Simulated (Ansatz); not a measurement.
Be₃Te₂⁺, relaxed as a doublet with UKS PBE-D4/def2-SVP in Ansatz, starting from the GFN1-xTB geometry. Force threshold 0.02 eV/Å.

In the def2 sets Te takes a core potential; there is no spin–orbit coupling. Another isomer (doublet) lies 1.71 eV lower at PBE0-D4/def2-TZVP; other spin states weren't run for this one.

Start:

| atom | x (Å) | y (Å) | z (Å) |
| --- | --- | --- | --- |
| Be1 | 1.093 | 0.854 | -0.568 |
| Be2 | 1.065 | -0.221 | 1.075 |
| Be3 | -0.892 | -0.309 | 1.163 |
| Te4 | 0.002 | -1.354 | -0.907 |
| Te5 | -1.269 | 1.031 | -0.763 |

Q: Estimate the energy that the relaxation releases and the steps that it takes.

A: 1.08 eV, in 9 steps; 14 s on 4 threads of Arm Neoverse V2 on a shared host. No frequencies were taken in this run, so the end may be a saddle point.

Q: Does the start keep its bonding and symmetry?

A: Bonds lost: Be2–Te4 (atoms count from 1). Point group Cs at the start, C2v at the end, both within 0.05 Å.

Q: Predict the relaxed structure.

A: 
Cartesian coordinates in Å:
```
Be 0.949 0.478 -0.455
Be 1.288 0.199 1.612
Be -0.598 -0.427 0.892
Te -0.290 -1.425 -1.290
Te -1.349 1.175 -0.759
```
Bond lengths (bridged metal pairs left out): 4 × Be–Te 2.42 Å; 2 × Be–Be 2.11 Å; 1 × Te–Te 2.86 Å.
